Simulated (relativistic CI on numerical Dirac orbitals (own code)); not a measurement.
## Sensitivity of the levels of Hf I to α and to the nuclear radius

These numbers are calculated, not measured: Dirac-Coulomb-Breit CI, separate exchange-only KLI orbitals for each configuration, valence Slater integrals scaled by 0.85, P86 correlation energy added to each configuration, derivatives by finite differences, QED left out (own radial code, finite nucleus).

Configuration list (outside the closed core [Xe] 4f14): 5d2.6s2, 5d.6s2.6p, 5d2.6s.6p, 5d3.6s, 5d4, 5d2.6s.6d, 6s2.6p2, 6s.6p3, 6s.6p2.6d, 5d2.6p2, 5d.6p3. Double excitations out of closed p, d and f shells are left out; levels of such configurations are missing from the list, as are those of other unlisted configurations, and high levels can miss mixing partners.

With x = (α/α₀)² − 1 an excitation energy changes as ω = ω₀ + qx; K = 2q/ω₀ is the relative enhancement. Terms are leading LS components, so labels can repeat. The field-shift factor is F = δν/δ⟨r²⟩ for the transition from the lowest level.

Lowest level 5d2.6s2 3F_2.

| Level | ω₀ (cm⁻¹) | q (cm⁻¹) | K | F (GHz/fm²) |
| --- | --- | --- | --- | --- |
| 5d2.6s2 3F_3 | 1904.9 | 1419 | 1.49 | 0.763 |
| 5d2.6s2 3P_0 | 3702.2 | 657 | 0.355 | 0.703 |
| 5d2.6s2 3F_4 | 3839.4 | 2661 | 1.39 | 1.37 |
| 5d2.6s2 3P_2 | 4303.5 | 1151 | 0.535 | 0.841 |
| 5d2.6s2 3P_1 | 4384.7 | 1453 | 0.663 | 0.803 |
| 5d2.6s2 1D_2 | 7069.7 | 3003 | 0.849 | 1.63 |
| 5d.6s2.6p 3F°_2 | 7723.0 | -11590 | -3 | 6.05 |
| 5d2.6s2 1G_4 | 9643.4 | 2028 | 0.421 | 0.994 |
| 5d.6s2.6p 3F°_3 | 11010.1 | -6532 | -1.19 | 2.96 |
| 5d.6s2.6p 1D°_2 | 11061.3 | -6631 | -1.2 | 3.42 |
| 5d.6s2.6p 3D°_1 | 11366.4 | -9174 | -1.61 | 5.21 |
| 5d3.6s 5F_1 | 11833.9 | 13380 | 2.26 | -16.3 |
| 5d3.6s 5F_2 | 12230.5 | 13630 | 2.23 | -16.1 |

Correlation outside the listed configurations is missing or only estimated: errors of thousands of cm⁻¹ between configurations and terms are usual at this charge. Rates and lifetimes follow the computed energies and can be off by large factors. The fine structure of a lone outer electron comes out too small, for d and f at times inverted, and misplaced configurations move strength between like terms.
